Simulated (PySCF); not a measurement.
## How methods differ on the ionisation energy of Cd

Cd [Kr] 4d10 5s2 (1S) → Cd⁺ [Kr] 4d10 5s1 (2S), as a difference of total energies. Computed with PySCF 2.14 in x2c-TZVPPall (8s6p6d2f1g, 79 functions), with scalar relativity by spin-free X2C-1e. Correlated levels: valence: [Kr] frozen. The calculations carry no spin-orbit coupling.

```csv
method,ionisation energy (eV)
UHF,7.331
MP2 (valence),8.718
SCS-MP2 (valence),8.690
CCSD (valence),8.619
CCSD(T) (valence),8.723
```

**Question.** How much does correlation contribute at CCSD(T) (valence)?

**Answer.** 8.723 − (7.331) = 1.392 eV, measured against UHF.

Errors of the correlated levels include the incompleteness of this basis and the frozen core.

For comparison: 8.994 eV (measured; NIST Atomic Spectra Database, ionization energies).
